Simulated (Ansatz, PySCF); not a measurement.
Lewis adduct: GaH3 (SMILES [GaH3]) (first 4 atoms) with C2H6O (SMILES COC); geometry from B3LYP-D3(BJ)/def2-TZVP, rigid monomers moved along the line of their centres of mass till Ga1···O6 is 3.89 Å.
(charge 0, multiplicity 1):
```xyz
13

Ga     0.71688     0.24026     0.98544
H      1.97811    -0.69683     1.11976
H     -0.60867    -0.37569     0.37691
H      0.90053     1.80568     0.93433
C     -1.66492     0.81492     4.99687
O     -0.58471    -0.04911     4.63513
C     -0.72877    -1.37254     5.15670
H     -1.73461     0.87585     6.08492
H     -2.60619     0.44321     4.58317
H     -1.44065     1.79394     4.58267
H     -0.78940    -1.33066     6.24619
H      0.15283    -1.93070     4.85401
H     -1.62632    -1.84716     4.75120
```

Counterpoise-corrected where a basis set is named; no monomer relaxation.

Cores are frozen in the correlated methods. Filled d and f shells under p-block atoms count as core.

Programs: Ansatz (Gaussian basis) for Hartree–Fock, density functionals and correlated methods; PySCF for the dispersion terms. 

PBE/def2-TZVPPD gives -107.9 meV for the interaction energy.

Q: Predict the shift from PBE, with its sign, for: PBE-D3(BJ)/def2-TZVPPD, r2SCAN/def2-TZVPPD, PBE0/def2-TZVPPD, wB97M-V/def2-TZVPPD, MP2/aug-cc-pVDZ, CCSD(T)/aug-cc-pVDZ.

A: PBE-D3(BJ)/def2-TZVPPD -24.4; r2SCAN/def2-TZVPPD -7.4; PBE0/def2-TZVPPD -1.7; wB97M-V/def2-TZVPPD -22.6; MP2/aug-cc-pVDZ -28.3; CCSD(T)/aug-cc-pVDZ -25.7 meV. 0 of 6 lie above PBE; the widest gap is to MP2/aug-cc-pVDZ.

Ansatz is an electronic-structure program.
